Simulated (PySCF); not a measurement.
C4H7AlO, singlet, geometry from GFN2-xTB (such geometries of metal compounds can be far from the true shape). Base run: PySCF with PBE0/6-31G, polarisability.

PySCF was given this input:
```python
from pyscf import gto, scf, dft
from pyscf.prop import polarizability

mol = gto.M(
    atom='''
Al    0.04788534    0.25631704    0.58574341
C     0.18848900    1.49162924   -0.96577103
C    -0.12682521    1.19661842   -2.22399597
H     0.52651536    2.51372407   -0.77187731
H    -0.05421067    1.91147081   -3.03542566
H    -0.47793836    0.21577804   -2.50698752
C    -0.22910448   -1.70903270    0.46895412
C    -0.10662196   -2.44619685   -0.63157824
H    -0.47586764   -2.24262078    1.39141069
H    -0.24646767   -3.52091919   -0.64253418
H     0.14338716   -2.00653854   -1.58531224
O     0.17064081    0.91339327    2.08731377
H     0.24132181    1.29172921    2.95189844
''',
    basis='6-31g',
    verbose=4,
)

mf = dft.RKS(mol)
mf.xc = 'pbe0'
mf.kernel()
alpha = mf.Polarizability().polarizability()[2, 2]
print('alpha_zz =', alpha)
```

The base run was repeated with changes; each row names its change, and settings that it needs were set with it.

```tsv
change	alpha_zz (bohr³)	basis functions	core-seconds (rough)
base	80.50	72	20
basis = cc-pVDZ	83.77	123	70
finite field (a.u.) = 2e-4; conv_tol = 1e-6	89.83	72	20
finite field (a.u.) = 2e-4; conv_tol = 1e-11	80.50	72	30
finite field (a.u.) = 0.02; conv_tol = 1e-11	80.82	72	30
basis = 6-31G*	81.18	102	50
functional = hf	[?]	72	3
functional = lda,vwn	83.58	72	20
finite field (a.u.) = 0.001; conv_tol = 1e-6	80.79	72	20
basis = def2-SVP	82.16	123	70
functional = pbe	83.33	72	40
basis = 6-31+G*	[?]	[?]	70
```

Q: Some entries are withheld; supply them.

A: 
- functional = hf, alpha_zz (bohr³): 78.24
- basis = 6-31+G*, alpha_zz (bohr³): 87.96
- basis = 6-31+G*, basis functions: 126

Finite-field rows take the second difference of the energy in a field along z; a small field with loose convergence shows SCF noise divided by the square of the field, and a large one adds hyperpolarisability.
